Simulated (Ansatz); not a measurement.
Os₃. Charge 0, multiplicity 3. Geometry PBE-D4/def2-TZVPD, that of the charge -1 doublet; atoms count from 1.

```csv
atom,x (Å),y (Å),z (Å)
Os1,-1.230,-0.328,-0.383
Os2,0.503,1.137,-0.466
Os3,0.727,-0.809,0.849
```

In the def2 sets Os takes a core potential; there is no spin–orbit coupling. The charge 0 triplet is spin-contaminated (final ⟨S²⟩ up to 3.86, 2.00 for a pure state). The structure comes from a short search, and lower isomers may exist.

Q: Estimate the Mulliken populations from the PBE0/def2-TZVPD orbitals of Ansatz.

A: 
| atom | charge (e) | spin (α − β) | d electrons |
| --- | --- | --- | --- |
| Os1 | 0.05 | 1.78 | 6.60 |
| Os2 | 0.00 | -0.97 | 6.69 |
| Os3 | -0.06 | 1.19 | 6.75 |
Mulliken values depend strongly on the basis. With diffuse functions, as here, like atoms can get unlike values, and bond orders can come out too low or too high.

Q: Where does the spin sit?

A: Summed by element: Os 2.00, of 2 unpaired in all. Largest on single atoms: Os1 1.78, Os3 1.19, Os2 -0.97.

Q: And the Mayer bond orders between heavy atoms (over 0.3)?

A: Os1–Os2 2.02 (2.27 Å); Os1–Os3 1.72 (2.36 Å); Os2–Os3 1.69 (2.36 Å).
